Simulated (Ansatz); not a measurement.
`[CH3][AlH][CH]=N` + `O[SiH3]` → `[CH3][AlH][O][SiH3]` + `C=N`  (ligand exchange at the Al–C bond)

Computed with Ansatz on PBE0-D4/def2-TZVP structures; ΔE is electronic, products minus reactants. CCSD(T)/CBS adds triple-zeta CCSD(T) − MP2 to the extrapolated MP2 energy (def2 sets, frozen cores). This one scheme is used for every species. Functionals use def2-TZVPP. B3LYP here is the variant with VWN-RPA as its local correlation; programs differ in this. HSE06 is defined as in plane-wave codes. One conformer a species, not always the lowest.

`[CH3][AlH][CH]=N`:

Cartesian coordinates in Å:
```
C -0.454 1.152 1.246
Al -0.724 -0.537 0.324
C 0.482 -1.009 -1.180
N 1.392 -0.150 -1.435
H -1.343 1.787 1.176
H 0.393 1.697 0.824
H -0.269 0.996 2.314
H -1.875 -1.563 0.725
H 0.408 -1.935 -1.777
H 1.989 -0.439 -2.216
```

`O[SiH3]`:

Cartesian coordinates in Å:
```
O -1.175 -0.477 -0.184
Si 0.391 0.021 -0.058
H -1.834 -0.020 0.339
H 0.550 1.443 -0.468
H 1.169 -0.854 -0.964
H 0.899 -0.113 1.335
```

`[CH3][AlH][O][SiH3]`:

```xyz
11

C    -1.532    1.278    0.948
Al   -1.163   -0.418    0.077
O     0.403   -0.770   -0.444
Si    1.969   -0.836   -0.859
H    -0.793    2.044    0.697
H    -1.516    1.158    2.037
H    -2.524    1.658    0.689
H    -2.252   -1.539   -0.172
H     2.699   -1.763    0.047
H     2.599    0.510   -0.764
H     2.110   -1.323   -2.257
```

`C=N`:

Z-matrix (Å, degrees):
```
C
N 1 1.261
H 1 1.096 2 124.9
H 1 1.092 2 118.8 3 -180.0
H 2 1.021 1 111.0 3 -0.0
```

```tsv
level	ΔE (kJ/mol)	difference from CCSD(T)/CBS
LDA (SPW92)	-165.3	11.0
PBE-D4	-164.0	12.3
revPBE-D4	-162.6	13.7
BLYP-D4	-174.3	2.0
r2SCAN-D4	-178.1	-1.8
B97M-V	-179.9	-3.6
PBE0-D4	-169.8	6.5
B3LYP-D4	-178.8	-2.5
r2SCAN0-D4	-180.0	-3.7
HSE06-D4	-169.4	6.9
BHLYP-D4	-186.7	-10.4
CAM-B3LYP-D4	-182.2	-5.9
ωB97X-V	-175.1	1.2
ωB97M-V	-174.4	1.9
B2PLYP	-180.5	-4.2
PBE-QIDH	-176.7	-0.4
revPBE	-162.7	13.6
BLYP	-174.0	2.3
r2SCAN	-177.9	-1.6
PBE0	-169.4	6.9
r2SCANh	-178.6	-2.3
r2SCAN0	-179.7	-3.4
HSE06	-168.9	7.4
BHLYP	-185.5	-9.2
CAM-B3LYP	-181.7	-5.4
LC-ωPBE	-174.4	1.9
RPA@PBE/def2-TZVPP	-173.2	3.1
HF/def2-SVP	-194.2	-17.9
MP2/def2-SVP	-185.1	-8.8
CCSD/def2-SVP	-184.7	-8.4
CCSD(T)/def2-SVP	-182.2	-5.9
MP2/def2-TZVPP	-180.5	-4.2
SCS-MP2/def2-TZVPP	-182.2	-5.9
CCSD/def2-TZVPP	-180.3	-4.0
CCSD(T)/def2-TZVPP	-177.5	-1.2
HF/def2-QZVPP	-194.2	-17.9
MP2/def2-QZVPP	-180.3	-4.0
HF/CBS(def2)	-194.4	-18.1
MP2/CBS(def2)	-179.2	-2.9
CCSD/CBS(def2)	-179.1	-2.8
CCSD(T)/CBS	-176.3	0
```

(1) What do rigid-rotor, harmonic-oscillator terms from PBE0-D4/def2-TZVP frequencies (298.15 K, 1 bar) make of the CCSD(T)/CBS value? (An estimate is asked.)

Largest T1 diagnostic among the species: 0.012.

## Answers

(1) Computed: ΔZPE = +2.7 kJ/mol, ΔH = -172.7 kJ/mol, ΔS = 19 J/(mol·K), ΔG = -178.4 kJ/mol. Modes under 50 cm⁻¹ make the entropy rough.

From BLYP to BHLYP (50 % exact exchange), in def2-TZVPP and without D4, ΔE moves by −11.5 kJ/mol. Leaving LDA and LC-ωPBE aside and taking each functional with its dispersion term where it has one, the values spread over 24.1 kJ/mol, from BHLYP-D4 to revPBE-D4.
